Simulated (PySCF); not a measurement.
C$_{2}$H$_{6}$OZn, triplet, at the geometry of the source list (a higher spin typed on purpose: for a closed-shell molecule this is an excited state).

Here is a job for PySCF.
```python
from pyscf import gto, scf, dft

mol = gto.M(
    atom='''
Zn    1.01820000    0.69780000    0.89030000
C     0.34110000   -0.64110000   -0.45740000
C    -1.00680000   -0.29150000   -1.07450000
H     0.24890000   -1.57630000    0.09250000
H     1.06390000   -0.80590000   -1.25070000
H    -0.95520000    0.62120000   -1.66360000
H    -1.77450000   -0.16580000   -0.31420000
H    -1.32120000   -1.09920000   -1.73790000
O     0.92110000    1.32930000    2.50770000
H     1.46450000    1.93140000    3.00790000
''',
    basis='6-31g*',
    spin=2,
    verbose=4,
)

mf = dft.UKS(mol)
mf.xc = 'pbe'
mf.kernel()
mf.analyze()
```

Predict the HOMO energy from PySCF with PBE/6-31G*.

-1.95 eV

Predict the total energy from PBE/6-31G*.

-1933.4781 Eh

Predict the nuclear repulsion energy from PBE/6-31G*.

245.5520 Eh

What number of basis functions does PBE/6-31G* give?

88

These values belong to the state on which the SCF converged, which isn't shown to be the lowest.

Roughly what does it cost on one core?

very roughly 30 core-seconds.
